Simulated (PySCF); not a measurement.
Some computed properties have been withheld. Give your best values.

Species: C₄H₆F₄O₂.
Z-matrix (Å and degrees, GFN2-xTB geometry), rows numbered from 1:
```
C 
O   1  1.4210
C   2  1.3761  1  114.08
O   3  1.4298  2  112.21  1   -69.69
C   4  1.3630  3  114.31  2   -62.82
F   5  1.3745  4  111.05  3   -82.41
C   5  1.5396  4  108.25  3   158.83
F   7  1.3393  5  109.54  4   -64.40
F   7  1.3264  5  113.13  4    55.60
F   7  1.3345  5  111.51  4   177.34
H   1  1.0931  2  111.17  3    57.72
H   1  1.0868  2  106.05  3   177.08
H   1  1.0941  2  110.43  3   -63.89
H   3  1.0960  2  107.03  1   169.34
H   3  1.0977  2  113.01  1    47.07
H   5  1.1038  4  113.46  3    37.63
```

| property | level | value |
| --- | --- | --- |
| point group of the GFN2-xTB geometry | GFN2-xTB | ? |
| rotational constants A, B, C of the GFN2-xTB geometry | GFN2-xTB | ? |
| dipole moment | PBE0/pcSseg-1 | 3.14 D |
| HOMO energy | PBE0/pcSseg-1 | -8.66 eV |
| LUMO energy | PBE0/pcSseg-1 | ? |
| 13C chemical shifts (computed TMS as zero) by class | GIAO PBE0/pcSseg-1 | 129.2 (C7), 103.9 (C5), 96.9 (C3), 58.0 (C1) ppm |
| 1H chemical shifts (computed TMS as zero) by class | GIAO PBE0/pcSseg-1 | ? |
| isotropic shieldings of nuclei other than C and H, by class | GIAO PBE0/pcSseg-1 | 220 (O4), 289 (O2), 270 (F8/F9/F10), 352 (F6) ppm |

Electronic properties: PySCF, gas phase, density fitting. NMR classes are plain means over equivalent atoms (diastereotopic ones count apart unless rotation or inversion swaps them), as if these changed places fast; in this geometry the members of some classes differ.

Task: What is the point group of the GFN2-xTB geometry?

Result: C1.

Task: What is the LUMO energy?

Result: 1.37 eV.

Task: Give the rotational constants A, B, C of the GFN2-xTB geometry.

Result: 2.155, 0.849, 0.729 GHz.

Task: The 1H chemical shifts (computed TMS as zero) by class?

Result: 5.94 (H16), 5.45 (H14), 4.83 (H15), 3.66 (H11/H12/H13) ppm.

The rotational constants make it an asymmetric top with κ = (2B − A − C)/(A − C) = -0.83, nearer the prolate limit (−1). The dipole matches unit charges of opposite sign 0.65 Å apart (1 e·Å = 4.8032 D). With B = h/(8π²I), that is 505.379 GHz u Å² over I, the principal moments of inertia are 234.5, 595.5 and 693.4 u Å² (most abundant isotopes).

One conformer stands for the species.
